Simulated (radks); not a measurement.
Numerical settings for the rhodium ion Rh+, [Kr] 4d8. Calculated with a radial shooting solver on a logarithmic mesh with Libxc functionals: scalar-relativistic Kohn-Sham, r2SCAN, spin-polarised, spherical densities, finite nucleus; open shells are filled with parallel spins first (spin-orbit coupling, left out, can overturn this in heavy ions); meta-GGA in the generalised Kohn-Sham scheme; Fermi nuclear charge, rms radius 4.4945 fm. The defaults (mesh step 0.008 in ln r, mesh end at 40 bohr or more with all orbitals vanishing there, Anderson mixing 0.5 over 9 steps, residual threshold near 1e-9 with the energy settled to 1e-9 hartree or 1e-11 of itself, here a cap of 54 iterations) give E = -4784.452 hartree and 4d at -12.633 eV in 13 iterations. Run on one thread of a shared host, so times are rough (Intel(R) Xeon(R) 6975P-C): 0.18 s of CPU time, 0.18 s wall, 13 iterations on 2259 mesh points. One setting is changed at a time: mesh step in ln r 0.005; mesh step in ln r 0.08; mesh step in ln r 0.003; mesh end (bohr) 20; mesh end (bohr) 1; residual threshold 0.1; residual threshold 0.01; mixing 0.2; linear mixing, mixing 1; linear mixing, mixing 0.2; mixing history 2; iteration cap 2. Which runs fail to converge, and which converge to a wrong energy?

Answer. Not converged within the cap: mesh step in ln r 0.08; linear mixing, mixing 1; linear mixing, mixing 0.2; iteration cap 2. Settled on a wrong energy, with an occupied level pushed above zero by the early mesh end: mesh end (bohr) 1 (+172 hartree). Apart from these: no run marked as converged misses the energy by more than 1 mhartree.
